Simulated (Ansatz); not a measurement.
Reaction (isomerisation): `O=C(S)BF` → `OC1(F)BS1`

Program: Ansatz. Geometries: PBE0-D4/def2-TZVP. ΔE: electronic, gas phase. CBS: MP2 limit from def2 TZ/QZ plus the TZ coupled-cluster correction, frozen cores. DFT in def2-TZVPP. B3LYP here is the variant with VWN-RPA as its local correlation; programs differ in this. One conformer a species, not always the lowest.

`O=C(S)BF`:

Z-matrix (Å, degrees):
```
C
S 1 1.793
B 1 1.598 2 114.8
O 1 1.201 2 121.1 3 178.9
H 2 1.344 1 95.5 3 7.7
F 3 1.309 1 117.8 2 133.2
H 3 1.197 1 122.8 2 -46.4
```

`OC1(F)BS1`:

```xyz
7

O    -1.303    0.173   -0.622
C    -0.233   -0.192    0.102
F    -0.549   -1.186    0.972
B     1.216    0.034   -0.328
S     0.816    1.163    0.937
H    -2.060    0.305   -0.037
H     2.113   -0.296   -1.023
```

```csv
level,ΔE (kcal/mol),difference from CCSD(T)/CBS
LDA (SPW92),25.0,-9.2
PBE-D4,31.3,-2.9
BHLYP-D4,37.0,2.8
PBE-QIDH,31.4,-2.8
BLYP,38.6,4.4
B3LYP,37.0,2.8
r2SCANh,31.9,-2.3
r2SCAN0,31.2,-3.0
LC-ωPBE,31.3,-2.9
RPA@PBE/def2-TZVPP,36.1,1.9
CCSD/def2-SVP,35.6,1.4
CCSD(T)/def2-SVP,35.0,0.8
HF/def2-TZVPP,42.9,8.7
MP2/def2-TZVPP,33.8,-0.4
MP2/def2-QZVPP,33.4,-0.8
MP2/CBS(def2),32.8,-1.4
CCSD(T)/CBS,34.2,0
```

(1) What do rigid-rotor, harmonic-oscillator terms from PBE0-D4/def2-TZVP frequencies (298.15 K, 1 bar) make of the CCSD(T)/CBS value? (An estimate is asked.)

Largest T1 diagnostic among the species: 0.017.

Answers

(1) Ansatz gave: ΔZPE = +1.8 kcal/mol, ΔH = +35.4 kcal/mol, ΔS = -29 J/(mol·K), ΔG = +37.5 kcal/mol. Modes under 50 cm⁻¹ make the entropy rough.

From r2SCAN to r2SCAN0 (25 % exact exchange), in def2-TZVPP and without D4, ΔE moves by −1.2 kcal/mol. In def2-TZVPP, CCSD(T) changes the Hartree–Fock value by −7.7 kcal/mol (the triples alone add −1.0 kcal/mol) and MP2 by −9.1 kcal/mol.
